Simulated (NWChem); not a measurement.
System: C₃H₃F; SMILES C=C=CF

```xyz
7

C      0.2284     1.8661     0.0000
C     -0.1117     0.6036     0.0000
C     -0.4980    -0.6475     0.0000
F      0.3506    -1.6785     0.0000
H      0.3791     2.4181    -0.9354
H      0.3791     2.4181     0.9354
H     -1.5491    -0.9537     0.0000
```
Atoms are numbered in this order, from 1.

Results from NWChem. Geometry optimised at PBE0/def2-SVP; all other runs use it. 

| quantity | level | value |
|---|---|---|
| anisotropy (bohr³), static | CAM-B3LYP/def2-SVPD | 34.8 |
| −ε(HOMO) (eV) | CAM-B3LYP/def2-SVP | 8.66 |
| vertical, lowest excitation, singlet (eV) | CAM-B3LYP/def2-SVPD, TDA | 4.97 |
| dipole in solution (D) in n-hexane | PBE0/def2-SVP, SMD | 1.79 |
| dipole (D) | PBE0/def2-SVP | 1.61 |
| highest harmonic frequency (cm⁻¹) | PBE0/def2-SVP | 3228 |
